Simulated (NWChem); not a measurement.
Program: NWChem. System: dimethyl selenide (C₂H₆Se), charge 0, spin multiplicity 1, at a geometry optimised with PBE0/def2-SVP. Level: MP2/def2-TZVP, 11 core orbitals frozen.

Job file:

```
start mol
memory heap 200 mb stack 900 mb global 1100 mb
geometry units angstroms nocenter noautoz
  C     -1.456391     0.000000     0.812448
  Se     0.000000     0.000000    -0.470305
  C      1.456391     0.000000     0.812448
  H     -1.424563     0.900680     1.441522
  H     -2.392542     0.000000     0.237458
  H     -1.424563    -0.900680     1.441522
  H      1.424563     0.900680     1.441522
  H      2.392542     0.000000     0.237458
  H      1.424563    -0.900680     1.441522
  symmetry group C2v
end
basis spherical
  * library def2-tzvp
end
scf
  rhf
  nopen 0
  maxiter 100
  thresh 1e-7
  semidirect memsize 60000000 filesize 0
end
mp2
  freeze core 11
end
task mp2 energy
```

Part of the output:

```
             Northwest Computational Chemistry Package (NWChem) 7.3.0
             --------------------------------------------------------

                                NWChem Input Module
                                -------------------

 Scaling coordinates for geometry "geometry" by  1.889725989
 (inverse scale =  0.529177249)

 Turning off AUTOSYM since
 SYMMETRY directive was detected!

                             Geometry "geometry" -> ""
                             -------------------------

 Output coordinates in angstroms (scale by  1.889725989 to convert to a.u.)

  No.       Tag          Charge          X              Y              Z
 ---- ---------------- ---------- -------------- -------------- --------------
    1 C                    6.0000    -1.45639100     0.00000000     0.81244800
    2 Se                  34.0000     0.00000000     0.00000000    -0.47030500
    3 C                    6.0000     1.45639100     0.00000000     0.81244800
    4 H                    1.0000    -1.42456300     0.90068000     1.44152200
    5 H                    1.0000    -2.39254200     0.00000000     0.23745800
    6 H                    1.0000    -1.42456300    -0.90068000     1.44152200
    7 H                    1.0000     1.42456300     0.90068000     1.44152200
    8 H                    1.0000     2.39254200     0.00000000     0.23745800
    9 H                    1.0000     1.42456300    -0.90068000     1.44152200

 Effective nuclear repulsion energy (a.u.)     186.6170406451

            Nuclear Dipole moment (a.u.)
            ----------------------------
        X                 Y               Z
 ---------------- ---------------- ----------------
    -0.0000000000     0.0000000000     0.0000188973

      Symmetry information
      --------------------

 Group name             C2v
 Group number             16
 Group order               4
 No. of unique centers     4

      Symmetry unique atoms

     1    2    4    5


 Summary of "ao basis" -> "" (spherical)
 ------------------------------------------------------------------------------
       Tag                 Description            Shells   Functions and Types
 ---------------- ------------------------------  ------  ---------------------
 *                         def2-tzvp                  on all atoms

 Summary of "ao basis" -> "ao basis" (spherical)
 ------------------------------------------------------------------------------
       Tag                 Description            Shells   Functions and Types
 ---------------- ------------------------------  ------  ---------------------
 C                         def2-tzvp                11       31   5s3p2d1f
 Se                        def2-tzvp                16       48   6s5p4d1f
 H                         def2-tzvp                 4        6   3s1p

                                 NWChem SCF Module
                                 -----------------

  ao basis        = "ao basis"
  functions       =   146
  atoms           =     9
  closed shells   =    26
  open shells     =     0
  charge          =   0.00
  wavefunction    = RHF
  use symmetry    = T
  symmetry adapt  = T

 Summary of "ao basis" -> "ao basis" (spherical)
 ------------------------------------------------------------------------------
       Tag                 Description            Shells   Functions and Types
 ---------------- ------------------------------  ------  ---------------------
 C                         def2-tzvp                11       31   5s3p2d1f
[...]
              MO Center=  1.2D-14, -3.0D-16,  1.4D+00, r^2= 8.1D+00
   Bfn.  Coefficient  Atom+Function         Bfn.  Coefficient  Atom+Function
  ----- ------------  ---------------      ----- ------------  ---------------
     5      3.260086  1 C  s                 84      3.260086  3 C  s
   113     -1.499347  4 H  s                125     -1.499347  6 H  s
   131     -1.499347  7 H  s                143     -1.499347  9 H  s
   119     -1.182296  5 H  s                137     -1.182296  8 H  s
    37     -0.516802  2 Se s                  4     -0.346826  1 C  s

 Vector   29  Occ=0.000000D+00  E= 1.772782D-01  Symmetry=a1
              MO Center= -3.0D-14, -8.3D-17, -4.3D-01, r^2= 6.6D+00
   Bfn.  Coefficient  Atom+Function         Bfn.  Coefficient  Atom+Function
  ----- ------------  ---------------      ----- ------------  ---------------
    37      1.963055  2 Se s                 52      1.343099  2 Se pz
    12     -0.978071  1 C  px                91      0.978071  3 C  px
   119     -0.735156  5 H  s                137     -0.735156  8 H  s
    14      0.266262  1 C  pz                93      0.266262  3 C  pz
     5     -0.250177  1 C  s                 84     -0.250177  3 C  s

 center of mass
 --------------
 x =   0.00000000 y =   0.00000000 z =  -0.19643947

 moments of inertia (a.u.)
 ------------------
         156.701412552476           0.000000000000           0.000000000000
           0.000000000000         397.229171985661           0.000000000000
           0.000000000000           0.000000000000         263.884585360103

  Mulliken analysis of the total density
  --------------------------------------

    Atom       Charge   Shell Charges
 -----------   ------   -------------------------------------------------------
    1 C    6     6.39   0.85  1.12  0.47  0.73  0.04  1.21  1.48  0.40  0.02  0.06  0.00
    2 Se  34    33.98   2.00  2.00  1.16  0.78  0.96  0.88  6.00  5.93  0.97  2.21  0.96  8.97  1.04  0.03  0.08  0.02
    3 C    6     6.39   0.85  1.12  0.47  0.73  0.04  1.21  1.48  0.40  0.02  0.06  0.00
    4 H    1     0.88   0.26  0.48  0.11  0.02
    5 H    1     0.87   0.26  0.48  0.10  0.02
    6 H    1     0.88   0.26  0.48  0.11  0.02
    7 H    1     0.88   0.26  0.48  0.11  0.02
    8 H    1     0.87   0.26  0.48  0.10  0.02
    9 H    1     0.88   0.26  0.48  0.11  0.02

       Multipole analysis of the density wrt the origin
       ------------------------------------------------

     L   x y z        total         open         nuclear
     -   - - -        -----         ----         -------
     0   0 0 0     -0.000000      0.000000     52.000000

     1   1 0 0     -0.000000      0.000000     -0.000000
     1   0 1 0      0.000000      0.000000      0.000000
     1   0 0 1      0.655526      0.000000      0.000019

     2   2 0 0    -21.905316      0.000000    160.765496
     2   1 1 0      0.000000      0.000000      0.000000
     2   1 0 1      0.000000      0.000000     -0.000000
     2   0 2 0    -25.806153      0.000000     11.587739
     2   0 1 1      0.000000      0.000000      0.000000
     2   0 0 2    -24.627700      0.000000     85.226761

                   NWChem MP2 Semi-direct Energy/Gradient Module
                   ---------------------------------------------

  Basis functions       =    146
  Molecular orbitals    =    146
  Frozen core           =     11
  Frozen virtuals       =      0
  Active alpha occupied =     15
  Active beta occupied  =     15
  Active alpha virtual  =    120
  Active beta virtual   =    120
  Use MO symmetry       = T
  Use skeleton AO sym   = T

  AO/Fock/Back tols     =   1.0D-09  1.0D-09  1.0D-09

 GA uses MA = F    GA memory limited = T

 Available:
  local mem=  1.26D+08
 global mem=  1.44D+08
 local disk=  0.00D+00
  mp2_memr nvloc                   120
  nvloc new                   120
   1 passes of  15:        5242880                     133448                  64608612.
   1 passes of  15: M    126146842           G      144136568           F     120903962.

 Semi-direct pass number   1 of   1  for RHF alpha+beta  at        7.3s
  vrange nnbf                 10551
  mp2_eaftype                   246  avail_ma_in_mb                  1099
 EAF : mp2_eaftype filesize         246   32304306.
  mp2_eaf for mointskh                    246
Node 0 wrote    151.9 Mb in      0.1 s     Agg I/O rate:  2430.6 Mb/s
 Done moints_semi at       30.3s
  mp2_eaftype                   246  avail_ma_in_mb                   853
 EAF : mp2_eaftype filesize         246   32304306.
  mp2_eaf for kh                   246
 Done maket at       30.8s
 Done multipass loop at       30.8s

          -------------------------------------------
          SCF energy               -2479.095402964959
          Correlation energy          -0.620841363359
          Singlet pairs               -0.385700758159
          Triplet pairs               -0.235140605201
          Total MP2 energy         -2479.716244328318
          -------------------------------------------

          ---------------------------------------------------
                    Spin Component Scaled (SCS) MP2
          Same spin pairs                     -0.156760403467
          Same spin scaling factor             0.333333333333
          Opposite spin pairs                 -0.464080959892
          Opposite spin scaling fact.          1.200000000000
          SCS-MP2 correlation energy          -0.609150619693
          Total SCS-MP2 energy             -2479.704553584652
          ---------------------------------------------------

 -----------------------
 Performance information
 -----------------------

 Timer overhead =  2.09D-07 seconds/call

               Nr. of calls         CPU time (s)                 Wall time (s)                GFlops
             ---------------    -------------------     ------------------------------   -------------------
Name         Min   Avg   Max    Min     Avg     Max     Min     Avg     Max   Mx/calls   Min     Max     Sum
mp2: moin     1     1     1    23.     23.     23.      23.     23.     23.     23.      0.0     0.0     0.0
mp2: make     1     1     1   0.54    0.54    0.54     0.54    0.54    0.54    0.54      0.0     0.0     0.0
mp2: tota     1     1     1    24.     24.     24.      24.     24.     24.     24.      0.0     0.0     0.0

 The average no. of pstat calls per process was 3.00D+00
 with a timing overhead of 6.26D-07s

 Task  times  cpu:       30.8s     wall:       30.8s

 Total times  cpu:       30.8s     wall:       30.8s
```
